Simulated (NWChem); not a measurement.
Species: CH5FOSi2; SMILES O=C([SiH3])[SiH2]F

```xyz
10

O     -1.8013    -0.8415    -0.0015
C     -0.6509    -0.4510     0.0047
Si     0.8550    -1.6879    -0.0010
Si    -0.3983     1.4659     0.0195
F      1.2067     1.7535     0.0176
H      1.6858    -1.4185     1.2109
H      0.3493    -3.0893    -0.0004
H      1.6758    -1.4165    -1.2194
H     -1.0009     2.0592    -1.2043
H     -0.9941     2.0389     1.2562
```
Atoms are numbered in this order, from 1.

Program: NWChem. All runs use the structure optimised with PBE0/def2-SVP. Level: PBE0/def2-SVP with SMD (1 M gas to 1 M solution), gas-phase geometry. Reactions with the solvent are ignored.

```tsv
solvent	dielectric constant	solvation free energy (kcal/mol)	cavity-dispersion-structure term (kcal/mol)	dipole in solution (D)
water	78.4	___	___	___
1-octanol	9.86	-1.5	2.0	0.87
chloroform	4.71	-2.0	0.3	0.70
ethanol	24.9	-2.1	1.6	0.89
```

### Question
What belongs in the gaps?

### Answer

- water, solvation free energy (kcal/mol): 1.0
- water, cavity-dispersion-structure term (kcal/mol): 5.1
- water, dipole in solution (D): 0.96
